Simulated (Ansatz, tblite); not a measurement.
(CsCl)n: vertical IE (eV) at several levels, gas phase, relaxed structures; Ansatz, xTB through tblite. Clusters are the lowest isomers that short searches found in that spin, judged at the geometry's level. Core potentials for Cs in the def2 sets, no spin–orbit coupling. Raw xTB energies of ions are shifted by several eV. Singlets are spin-restricted. The structures are stationary points that may keep the symmetry of their start. Remarks come from the PBE and PBE0 runs and from stability tests at other levels; not every state was tested. HOMO above LUMO (over both spins in singlets and doublets, within one spin in higher multiplets; at PBE or PBE0), or a gap under 0.15 eV within one spin, warns that the state may not be the lowest or that an electron is smeared out.

| species | state | geometry | GFN1-xTB | PBE-D4/def2-TZVP | r2SCAN-D4/def2-TZVP | PBE0-D4/def2-TZVP | remarks |
| --- | --- | --- | --- | --- | --- | --- | --- |
| Cs2Cl2 | singlet to doublet | PBE-D4/def2-TZVP | 13.22 | 7.96 | 8.15 | 8.38 | gap within one spin near zero at PBE or PBE0 (+1 doublet) |
| Cs3Cl3 | singlet to doublet | PBE0-D4/def2-SVP | 13.00 | 7.47 | 7.68 | 8.01 | gap within one spin near zero at PBE or PBE0 (+1 doublet) |
| Cs4Cl4 | singlet to doublet | PBE0-D4/def2-SVP | 13.09 | 7.58 | 7.83 | 8.25 | gap within one spin near zero at PBE or PBE0 (+1 doublet) |

Over the 3 species that have every level, the mean is 13.10 at GFN1-xTB, 7.67 at PBE-D4/def2-TZVP, 7.89 at r2SCAN-D4/def2-TZVP, 8.21 at PBE0-D4/def2-TZVP.
